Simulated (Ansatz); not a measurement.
Mulliken charges of `O[SiH](I)[SiH2]F` from r2SCAN/def2-TZVPP in Ansatz (PBE0-D4/def2-TZVP geometry).

```csv
atom,x (Å),y (Å),z (Å),charge (e)
O1,-0.254,1.845,-0.531,-0.402
Si2,0.302,0.673,0.475,0.429
I3,2.750,0.529,0.419,-0.181
Si4,-0.564,-1.339,-0.361,0.513
F5,-0.044,-2.534,0.573,-0.324
H6,0.054,2.745,-0.404,0.206
H7,-0.032,0.960,1.894,-0.088
H8,-0.074,-1.569,-1.743,-0.072
H9,-2.049,-1.356,-0.338,-0.080
```

By hand: the dipole of these point charges (1 e Å = 4.8032 D).

Σ q r = (-0.358, 0.288, -0.127) e Å, of length 0.477 e Å = 2.29 D.

How does the dipole of the full density compare? (Best estimate.)

Ansatz gave: (-0.205, 0.396, -0.049) e Å, 2.15 D; the point charges give 1.07 times that, at 25° from its direction.

Point charges leave out the atoms' own dipoles, such as those of lone pairs, and Mulliken's split depends on the basis, so the two needn't agree.
